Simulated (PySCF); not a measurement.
Fractional electron number in Mn⁺ (manganese, charge +1)

The 4s alpha orbital of [Ar] 3d5 4s1 is emptied in steps (occupation f), with all orbitals relaxed, ending at [Ar] 3d5. Computed with PySCF 2.14 in aug-pcseg-2 (7s5p4d3f2g, 81 functions), with the non-relativistic Hamiltonian (point nucleus). The exact energy is a straight line in f; departures are measured from the line between the end points of the same method.

```csv
f,UHF (eV),LDA (eV),PBE (eV)
1,0.000,0.000,0.000
0.9,0.010,-0.327,-0.329
0.7,0.024,-0.762,-0.771
0.5,0.027,-0.906,-0.923
0.3,0.023,-0.757,-0.780
0.1,0.010,-0.322,-0.336
0,0.000,0.000,0.000
```

Question: For PBE, how does the orbital energy at f = 1 compare with the removal energy?

Answer: −ε = 12.463 eV against a total-energy difference of 16.109 eV. By Janak's theorem ε = ∂E/∂f, so the gap between them reflects the curvature. Along the path −ε is 13.177 (f = 0.9), 14.620 (f = 0.7), 16.085 (f = 0.5), 17.574 (f = 0.3), 19.088 (f = 0.1) eV.

```json
{"method": "UHF", "E(f=0) − E(f=1) (eV)": "14.717", "−ε at f=1 (eV)": "14.832", "−ε at f=0.5 (eV)": "14.714"}
{"method": "LDA", "E(f=0) − E(f=1) (eV)": "16.320", "−ε at f=1 (eV)": "12.691", "−ε at f=0.5 (eV)": "16.333"}
{"method": "PBE", "E(f=0) − E(f=1) (eV)": "16.109", "−ε at f=1 (eV)": "12.463", "−ε at f=0.5 (eV)": "16.085"}
```

Reference removal energy between the ground levels: 15.640 eV (measured; NIST Atomic Spectra Database, ionization energies). UHF lacks correlation.
